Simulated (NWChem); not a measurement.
Species: C2H4BFO; SMILES C(=C)B(O)F

```xyz
9

B      0.0148    -0.5395    -0.0296
F      0.8158    -1.6014     0.0138
C      0.6585     0.8864    -0.0890
C     -0.0231     2.0277     0.0684
H      1.7419     0.9533    -0.2466
H      0.4557     3.0120     0.0380
H     -1.1061     2.0424     0.2482
O     -1.3107    -0.7931    -0.0174
H     -1.8492     0.0002    -0.0860
```
Atoms are numbered in this order, from 1.

Level: PBE0/def2-SVP (NWChem), optimised geometry, unscaled harmonic frequencies. 

| frequency (cm⁻¹) | IR intensity (km/mol) |
|---|---|
| 37 | 4.3 |
| 214 | 5.2 |
| 397 | 0.8 |
| 437 | 2.8 |
| 502 | 6.4 |
| 541 | 86.5 |
| 733 | 62.8 |
| 776 | 1.8 |
| 973 | 131.2 |
| 993 | 35.5 |
| 1022 | 27.2 |
| 1052 | 12.4 |
| 1254 | 74.1 |
| 1344 | 221.6 |
| 1448 | 143.9 |
| 1467 | 237.4 |
| 1716 | 46.5 |
| 3135 | 14.7 |
| 3177 | 2.4 |
| 3233 | 9.5 |
| 3932 | 54.5 |

```yaml
zero_point_energy: 40.6 kcal/mol
thermal correction to the enthalpy at 298.15 K (with zero-point energy): 44.7 kcal/mol
heat capacity Cv: 18.5 cal/(mol K)
entropy at 298.15 K and 1 atm (symmetry number 1): 75.8 cal/(mol K)
dipole_moment: 3.02 D
```

Rigid rotor and harmonic oscillator; modes under 100 cm⁻¹ make the entropy uncertain.
